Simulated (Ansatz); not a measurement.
MgMeI (CH3IMg). Charge 0, multiplicity 1. Geometry PBE-D4/def2-TZVP, basis def2-TZVP, Ansatz.

Cartesian coordinates in Å:
```
Mg -0.9675 0.5485 -0.3175
C 0.7755 -0.4322 0.2578
H 1.5556 0.2841 0.5552
H 1.1745 -1.0416 -0.5667
H 0.5894 -1.1010 1.1112
I -3.1274 1.7422 -1.0399
```

```json
{"run": "A", "HOMO (eV)": "-6.50", "LUMO (eV)": "-1.46"}
{"run": "B", "HOMO (eV)": "-9.64", "LUMO (eV)": "0.44"}
{"run": "C", "HOMO (eV)": "-7.01", "LUMO (eV)": "-1.55"}
{"run": "D", "HOMO (eV)": "-8.62", "LUMO (eV)": "-0.46"}
{"run": "E", "HOMO (eV)": "-8.32", "LUMO (eV)": "-0.62"}
{"run": "F", "HOMO (eV)": "-7.40", "LUMO (eV)": "-1.20"}
```

In the def2 sets I takes a core potential; there is no spin–orbit coupling. HSE06 is defined as in plane-wave codes, on full-range PBE exchange.

**Question.** The runs used BHLYP, CAM-B3LYP, HSE06, PBE0, r2SCAN, ωB97X-V. Estimate which is which.

**Answer.** A r2SCAN (0 % exact exchange); B ωB97X-V (range-separated); C HSE06 (range-separated); D CAM-B3LYP (range-separated); E BHLYP (50 % exact exchange); F PBE0 (25 % exact exchange). Exact exchange lowers occupied and raises empty levels; among semilocal functionals meta-GGAs tend to open the gap a little, and such runs are hard to tell apart. The gap grows from 5.04 eV (r2SCAN) to 10.08 eV (ωB97X-V).
